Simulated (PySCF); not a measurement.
PySCF job for HO₂, SMILES O[O] (connectivity only; charge and spin as stated), charge -1, multiplicity 1, KT2/pcSseg-2. Geometry: r2SCAN-D4/def2-TZVPD. The multiplicity is an assumed one; other spin states were not compared. The isomer is the one that the SMILES or the coordinates give; other isomers of the formula were not compared.

```python
import numpy as np
from pyscf import gto, scf, dft
from pyscf.prop.nmr import rks as nmr

mol = gto.M(
    atom='''
    O     0.01555563    0.80996033    0.00000000
    O    -0.11790666   -0.69455793    0.00000000
    H     0.81880827   -0.92321924    0.00000000
    ''',
    basis='pcSseg-2',
    charge=-1,
    spin=0,
    max_memory=1600,
    verbose=3,
)
mf = dft.RKS(mol, xc='kt2')
mf.grids.level = 3
mf.conv_tol = 1e-10
mf.max_cycle = 100
mf.kernel()
n = nmr.NMR(mf)
n.verbose = 2
n.max_cycle_cphf = 60
sigma = n.kernel()
print('atom   isotropic/ppm   span/ppm')
for i, s in enumerate(sigma):
    w = np.linalg.eigvalsh((s + s.T) / 2)
    print(f'{mol.atom_symbol(i):2s}{i + 1:3d} {w.mean():14.3f} {w[2] - w[0]:11.3f}')
```

Program output:

```
converged SCF energy = -153.110045588422
atom   isotropic/ppm   span/ppm
O   1       -336.043    1140.604
O   2        225.644     255.249
H   3         30.384      22.463
```

The run converged.
